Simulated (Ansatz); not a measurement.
CH₂Br (`[CH2]Br`) radical, relaxed with UKS PBE0-D4/def2-TZVP in Ansatz 0.2.0 from a PBE-D4/def2-SVP geometry. The force threshold is 0.005 eV/Å; the program also tests the step.

Charge 0, multiplicity 2.

Start:

```xyz
4

C    -0.085   -0.104    0.155
Br    0.679    0.848   -1.238
H    -1.136   -0.405    0.058
H     0.542   -0.338    1.025
```

```json
{"step": "1", "energy (eV)": "-71105.1407", "largest force (eV/Å)": "0.631", "largest move (Å)": "0.000"}
{"step": "2", "energy (eV)": "-71105.1546", "largest force (eV/Å)": "0.163", "largest move (Å)": "0.013"}
{"step": "3", "energy (eV)": "-71105.1556", "largest force (eV/Å)": "0.010", "largest move (Å)": "0.005"}
{"step": "4", "energy (eV)": "-71105.1556", "largest force (eV/Å)": "0.002", "largest move (Å)": "0.001"}
```

End:

```xyz
4

C    -0.086   -0.107    0.157
Br    0.673    0.840   -1.227
H    -1.119   -0.400    0.059
H     0.532   -0.333    1.011
```

Hardware: 2 threads of a server CPU on a shared host. Wall time 11 s, peak host memory 0.37 GiB.
